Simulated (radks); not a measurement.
Values are calculated unless marked as measured or tabulated.
Problem. Neutral neodymium: order these configurations by energy. Level of theory: scalar-relativistic Kohn-Sham, PBE, spin-polarised, spherical densities, finite nucleus; Fermi nuclear charge, rms radius of each element as measured or else 0.836 A^(1/3) + 0.57 fm (a radial shooting solver on a logarithmic mesh with Libxc functionals). Open shells are filled with parallel spins first. [Xe] 4f3 5d1 6s2; [Xe] 4f3 6s2 6p1; [Xe] 4f4 5d1 6s1; [Xe] 4f4 6s1 6p1; [Xe] 4f4 6s2.

Solution. From the lowest, in eV above it: [Xe] 4f4 6s2 0.000; [Xe] 4f4 5d1 6s1 1.002; [Xe] 4f4 6s1 6p1 1.721; [Xe] 4f3 5d1 6s2 2.442; [Xe] 4f3 6s2 6p1 4.753.
